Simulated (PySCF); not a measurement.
H4NO3Ta, SMILES [NH2][Ta](=[O])([OH])[OH], multiplicity 1. Atoms are numbered in the order given.

```xyz
9

Ta     0.0186    -0.0255     0.0000
O     -0.0811    -1.7572     0.0000
O      0.9259     0.6216     1.5693
H      1.2576     0.2168     2.3779
O      0.9259     0.6216    -1.5693
H      1.2576     0.2168    -2.3779
N     -1.8804     0.5758     0.0000
H     -2.6924    -0.0372     0.0000
H     -2.1823     1.5490     0.0000
```
Charge 0, spin multiplicity 1.

Geometry: B3LYP-D3(BJ)/def2-SVP. The multiplicity is an assumed one; other spin states were not compared. The def2 effective core potentials stand for the cores of Ta; spin–orbit coupling is left out. Other conformers were not sampled.

Computed with PySCF with B3LYP-D3(BJ)/def2-SVP.

Frequencies are harmonic and unscaled.

Computed vibrational spectrum:
```
mode  ν (cm⁻¹)  IR (km/mol)  moving atoms (share of kinetic energy)
----  --------  -----------  --------------------------------------
1          177          0.1         N 35 %, H 27 %, O 27 %, Ta 11 %
2          178          3.2         O 49 %, H 24 %, Ta 14 %, N 14 %
3          183          3.2                 O 61 %, H 23 %, Ta 12 %
4          187         12.4                          O 68 %, H 25 %
5          214          6.1                  O 65 %, H 18 %, N 16 %
6          321         50.0                          H 81 %, O 18 %
7          337        214.4                          H 70 %, O 27 %
8          350          0.0                           H 91 %, O 9 %
9          460        275.7                  H 75 %, O 14 %, N 11 %
10         465        237.5                          H 78 %, O 21 %
11         479         13.9                  H 68 %, O 21 %, N 11 %
12         593         10.8                          H 76 %, N 20 %
13         674        115.4                 N 73 %, H 15 %, Ta 11 %
14         706         64.7                          O 81 %, H 10 %
15         709        125.8                 O 72 %, H 14 %, Ta 14 %
16         988        139.3                          O 91 %, Ta 8 %
17        1513         32.0                          H 90 %, N 10 %
18        3540         65.0                                  H 96 %
19        3633         36.3                           H 92 %, N 8 %
20        3901        328.7                                  H 94 %
21        3905         92.0                                  H 94 %
```
